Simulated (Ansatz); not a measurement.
`[SiH3]/C=[CH]\[GaH2]`. Charge 0, multiplicity 1. Geometry: relaxed with PBE0-D4/def2-TZVP.

```xyz
11

Si    1.355    0.653   -0.126
C     0.438   -0.200    1.230
C    -0.784   -0.651    0.914
Ga   -1.470   -0.365   -0.925
H     0.383    0.584   -1.296
H     2.604   -0.013   -0.580
H     1.641    2.095    0.096
H     0.855   -0.333    2.229
H    -1.364   -1.162    1.684
H    -1.295   -1.498   -1.998
H    -2.364    0.890   -1.228
```

**Question.** What is the dipole moment at B3LYP/def2-TZVPP? (An estimate is asked.)

**Answer.** Ansatz gave: 1.44 D, with components (0.85, 0.01, 1.16) D in this frame, pointing from negative to positive charge.

**Question.** And with PBE, r2SCAN, ωB97M-V? (Best estimate.)

**Answer.** Computed: PBE 1.44 D, r2SCAN 1.45 D, ωB97M-V 1.44 D.

**Question.** Give the Mulliken charges with B3LYP, PBE, ωB97M-V in def2-TZVPP. (Best estimate.)

**Answer.** Ansatz gave: 
```csv
atom,B3LYP,PBE,ωB97M-V
Si1,0.34,0.26,0.24
C2,-0.24,-0.19,-0.24
C3,-0.13,-0.10,-0.20
Ga4,0.18,0.11,0.18
H5,-0.10,-0.06,-0.07
H6,-0.05,-0.04,-0.01
H7,-0.05,-0.04,-0.01
H8,0.09,0.08,0.10
H9,0.10,0.09,0.10
H10,-0.06,-0.05,-0.04
H11,-0.06,-0.05,-0.04
```

B3LYP here is the variant with VWN-RPA as its local correlation; programs differ in this.
